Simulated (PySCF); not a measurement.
As⁺ (arsenic, charge +1): UHF calculation

Configuration: [Ar] 3d10 4s2 4p2, high-spin 3P determinant. Computed with PySCF 2.14 in cc-pVTZ-DK, with the spin-free X2C one-electron Hamiltonian (Gaussian nucleus).

```json
{
 "Total energy": "-2258.668413 hartree",
 "One-electron energy": "-3134.4347 hartree",
 "Hartree (Coulomb) energy": "958.2690 hartree",
 "Exchange energy": "-82.5028 hartree",
 "⟨S²⟩": "2.0090",
 "⟨L²⟩": "2.026",
 "Sum of ⟨r⟩": "21.60 bohr",
 "Sum of ⟨r²⟩": "30.19 bohr²",
 "Traceless quadrupole moment −½Σ⟨3z² − r²⟩ along its main axis": "2.50 e·bohr²",
 "Langevin diamagnetic susceptibility": "-23.9 ×10⁻⁶ cm³/mol",
 "Time after the integrals": "0.13 s of wall time on 1 thread of Neoverse-V2 (shared host)"
}
```

```csv
shell,electrons,mean orbital energy (eV),spread (eV),"rms radius, mean of both spins (bohr)"
1s α,1,-11954.0,0,0.0524
1s β,1,-11953.9,0,0.0524
2s α,1,-1582.2,0,0.219
2s β,1,-1582.2,0,0.219
2p α,3,-1384.0,0.053,0.196
2p β,3,-1383.8,0.164,0.196
3s α,1,-235.37,0,0.639
3s β,1,-235.06,0,0.639
3p α,3,-171.69,0.039,0.667
3p β,3,-171.27,0.571,0.667
3d α,5,-66.406,0.352,0.748
3d β,5,-66.192,0.580,0.748
4s α,1,-30.440,0,2.06
4s β,1,-25.310,0,2.06
4p α,2,-18.440,0,2.48
```

Densities and radii are taken from the X2C orbitals without a picture-change correction, which distorts them close to the nucleus.
